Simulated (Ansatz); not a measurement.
CH5NO2Si can be A, `NC1O[SiH2]O1`, or B, `N[SiH2]C(=O)O`.

Program: Ansatz. Geometries: PBE0-D4/def2-TZVP. ΔE: electronic, gas phase. CCSD(T)/CBS adds triple-zeta CCSD(T) − MP2 to the extrapolated MP2 energy (def2 sets, frozen cores). DFT in def2-TZVPP. B3LYP here is the variant with VWN-RPA as its local correlation; programs differ in this. Each species was taken in one conformer, which may not be the lowest.

Problem. Which isomer does CCSD(T)/CBS put lower? Give the gap. (Estimate.)

Solution. Ansatz gave: A, by 9.4 kcal/mol.

Problem. Give E(B) − E(A) in kcal/mol with B3LYP, CCSD/def2-TZVPP, ωB97M-V, B2PLYP, B3LYP-D4, PBE-D4, r2SCAN-D4. (Estimate.)

Solution. The calculation gave: B3LYP 4.7, CCSD/def2-TZVPP 10.1, ωB97M-V 8.7, B2PLYP 6.7, B3LYP-D4 5.2, PBE-D4 4.5, r2SCAN-D4 7.6. None reverses the order clearly.

Largest T1 diagnostic: 0.015.

From PBE to PBE0 (25 % exact exchange), in def2-TZVPP and without D4, E(B) − E(A) moves by +4.0 kcal/mol.
